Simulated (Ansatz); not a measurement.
Ansatz (an electronic-structure program) input (CCSD(T)/def2-TZVPP):

Ansatz 0.2 input:
```yaml
crystal:
  periodic: [false, false, false]
  atoms:
    - {symbol: Te, position_ang: [0.00000000, 0.00000000, 0.00000000]}
    - {symbol: F, position_ang: [0.00000000, 0.00000000, 2.10670759]}
    - {symbol: F, position_ang: [-0.00000000, -0.00000000, -2.10670759]}
basis:
  gaussian:
    orbitals: def2-TZVPP
total_charge: -1
magnetization: {spin_polarized: true, initial_magnetization: 1}
correlation: {method: ccsd_t, electrons: outside_noble_gas}
```

Output:

```
Functional definition: HF
integrals: 0.24 GiB planned
890 factors; integrals over basis functions are off by at most 1.3e-3 eV
mean field: 0.38 GiB planned
mean field evaluation 1: about -12679.7551 eV, gradient 1.2e1 eV
mean field evaluation 2: about -12679.7810 eV, gradient 1.2e1 eV
mean field evaluation 4: about -12680.7285 eV, gradient 1.8e0 eV
mean field evaluation 8: about -12680.7619 eV, gradient 1.9e-1 eV
mean field evaluation 16: about -12680.6017 eV, gradient 4.5e0 eV
mean field evaluation 32: about -12680.7625 eV, gradient 1.7e-6 eV
mean field evaluation 64: about -12680.7624 eV, gradient 6.4e-2 eV
mean field -12680.76251617 eV, -466.0094271396 hartree, gradient 1.7e-6 eV, S^2 0.762465; 2 other end points of the search recorded, 0 dependent functions left out
11 core orbitals not correlated
reference -12680.76251617 eV, -466.0094271396 hartree; 11, 10 occupied and 90, 91 virtual orbitals, 890 factors
second order -17.51907839 eV of doubles, -0.00000000 eV of singles
coupled cluster: 0.74 GiB planned
cycle   1  -17.18701034 eV  change    3.3e-1 eV  update   1.2e-1
cycle   2  -17.60841585 eV  change   -4.2e-1 eV  update   4.3e-2
cycle   3  -17.73057258 eV  change   -1.2e-1 eV  update   2.3e-2
cycle   4  -17.72583799 eV  change    4.7e-3 eV  update   7.9e-3
cycle   5  -17.72141231 eV  change    4.4e-3 eV  update   4.7e-3
cycle   6  -17.72411610 eV  change   -2.7e-3 eV  update   1.9e-3
cycle   7  -17.72434209 eV  change   -2.3e-4 eV  update   8.5e-4
cycle   8  -17.72401024 eV  change    3.3e-4 eV  update   2.2e-4
cycle   9  -17.72413770 eV  change   -1.3e-4 eV  update   1.1e-4
cycle  10  -17.72415439 eV  change   -1.7e-5 eV  update   2.5e-5
perturbative correction -0.58683260 eV, -0.0215657003 hartree
Total energy: -12699.07350316 eV, -466.6823435000 hartree
```
